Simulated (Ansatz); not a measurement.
C2H8ClGaO (`[CH3][Ga-]([CH3])([OH2+])[Cl]`). Total charge 0; spin multiplicity 1.

```xyz
13

C    -1.726    0.429    0.949
Ga    0.009   -0.237    0.332
C     1.753    0.663    0.200
O    -0.371   -0.621   -1.783
Cl    0.207   -2.451    0.556
H    -1.927    1.431    0.563
H    -2.525   -0.239    0.626
H    -1.745    0.476    2.040
H     2.480    0.037   -0.320
H     1.673    1.623   -0.316
H     2.147    0.861    1.200
H     0.386   -0.382   -2.330
H    -0.362   -1.589   -1.717
```

(1) What are the harmonic wavenumbers in cm⁻¹ at PBE0-D4/def2-TZVP (Ansatz, finite differences of forces, unscaled)? (An estimate is asked.)

(2) Is this a minimum?

(3) Give the ideal-gas thermochemistry at 298.15 K and 1 bar (rigid rotor, harmonic oscillator; point group C1, symmetry number 1).

## Answers

(1) The calculation gave: 75, 92, 119, 127, 139, 144, 158, 205, 257, 354, 521, 545, 608, 616, 693, 704, 745, 774, 1228, 1230, 1446, 1449, 1452, 1457, 1626, 3049, 3055, 3132, 3139, 3140, 3150, 3718, 3876.

(2) Yes, all 33 modes are real.

(3) Zero-point energy 257.3 kJ/mol; H(298) − E = 286.7 kJ/mol; entropy 414.4 J/(mol·K), of which translation 171.6, rotation 117.1, vibration 125.7; G(298) − E = 163.2 kJ/mol. Modes under 100 cm⁻¹ are hindered rotations or soft bends, so the harmonic entropy is rough.
